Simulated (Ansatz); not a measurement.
A run for Ansatz (a program for electronic structure): R-B3LYP/cc-pVTZ on N-methylmethanimine (SMILES C=NC), a point of a bond scan (R = 1.092 Å).

Ansatz 0.2 input:
```yaml
crystal:
  periodic: [false, false, false]
  atoms:
    - {symbol: C, position_ang: [1.09069108, -0.37559261, -0.00393688]}
    - {symbol: N, position_ang: [-0.03957995, 0.49981348, 0.22469474]}
    - {symbol: C, position_ang: [-1.18031655, 0.10627319, -0.13438406]}
    - {symbol: H, position_ang: [1.82199359, 0.14518416, -0.62575182]}
    - {symbol: H, position_ang: [1.57679907, -0.58337547, 0.95167335]}
    - {symbol: H, position_ang: [0.82081943, -1.32611686, -0.48490084]}
    - {symbol: H, position_ang: [-1.36081453, -0.86665491, -0.61180338]}
    - {symbol: H, position_ang: [-2.04398507, 0.74818524, 0.02784514]}
basis:
  gaussian:
    orbitals: cc-pVTZ
    pivot_positions_ang: [[1.09069108, -0.37559261, -0.00393688], [-0.03957995, 0.49981348, 0.22469474], [-1.18031655, 0.10627319, -0.13438406], [1.82199359, 0.14518416, -0.62575182], [1.57679907, -0.58337547, 0.95167335], [0.82081943, -1.32611686, -0.48490084], [-1.36081453, -0.86665491, -0.61180338], [-2.04398507, 0.74818524, 0.02784514]]
hamiltonian:
  xc: {name: B3LYP}
scf: {lower_state_search: off}
output: {orbitals: {seedname: ./end}}
```

Output:

```
WARN ansatz: RAYON_NUM_THREADS=1 ignored (pool sized by the plan → 1); use --threads N
Functional definition: B3LYP
these checks for a lower state are left out or cut short: stability, starts, cluster_reference, orbital_swaps, neighbouring_geometries, increment
integrals: 0.05 GiB planned
803 factors; their error is unknown
mean field: 0.56 GiB planned
mean field evaluation 1: about -3639.9240 eV, gradient 5.2e1 eV
mean field evaluation 2: about -3634.0239 eV, gradient 7.1e1 eV
mean field evaluation 4: about -3646.1714 eV, gradient 3.8e0 eV
mean field evaluation 8: about -3646.2006 eV, gradient 5.4e-2 eV
mean field evaluation 16: about -3646.1902 eV, gradient 4.9e-6 eV
mean field -3646.19019892 eV, -133.9950183340 hartree, gradient 4.9e-6 eV, S^2 0.000000; 0 other end points of the search recorded, 0 dependent functions left out
reference -3646.19042192 eV, -133.9950265291 hartree; 12, 12 occupied and 148, 148 virtual orbitals, 803 factors
Total energy: -3646.19042192 eV, -133.9950265291 hartree
Checks for a lower state left out: stability, starts, cluster_reference, orbital_swaps, neighbouring_geometries, increment
```

The calculation finished and met its thresholds.

Cost: very roughly 1.0 core-seconds.
